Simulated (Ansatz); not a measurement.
One change: `[AlH2][CH2]Cl` becomes `Cl[CH2][AlH][Cl]`.

Ansatz, PBE0-D4/def2-TZVP geometries, multiplicity 1. Each molecule was computed in one conformer, which needn't be the lowest. `Cl[CH2][AlH][Cl]` holds a close contact that its SMILES doesn't draw: Al···Cl 2.46 Å.

```csv
property,`[AlH2][CH2]Cl`
HOMO energy (PBE0/def2-TZVPP) / eV,-7.55
LUMO energy (PBE0/def2-TZVPP) / eV,-1.65
size of the dipole moment (B3LYP/def2-TZVPP) / D,1.71
HOMO–LUMO gap (PBE/def2-TZVPP) / eV,3.82
HOMO–LUMO gap (ωB97M-V/def2-TZVPP) / eV,9.71
HOMO energy (B3LYP/def2-TZVPP) / eV,-7.32
```

**Question.** What does the change do to each property? (Best estimate.)

**Answer.** The calculation gave: 
```tsv
property	`Cl[CH2][AlH][Cl]`	shift
HOMO energy (PBE0/def2-TZVPP) / eV	-8.21	-0.66
LUMO energy (PBE0/def2-TZVPP) / eV	-0.79	0.86
size of the dipole moment (B3LYP/def2-TZVPP) / D	2.38	0.67
HOMO–LUMO gap (PBE/def2-TZVPP) / eV	5.18	1.36
HOMO–LUMO gap (ωB97M-V/def2-TZVPP) / eV	11.32	1.61
HOMO energy (B3LYP/def2-TZVPP) / eV	-7.98	-0.66
```

With PBE0 the HOMO falls by 0.66 eV and the LUMO rises by 0.86 eV, so the gap widens by about 1.52 eV. PBE moves the HOMO by -0.66 eV and ωB97M-V by -0.64 eV. Dipoles are sizes alone; their direction can turn.

B3LYP here is the variant with VWN-RPA as its local correlation; programs differ in this.
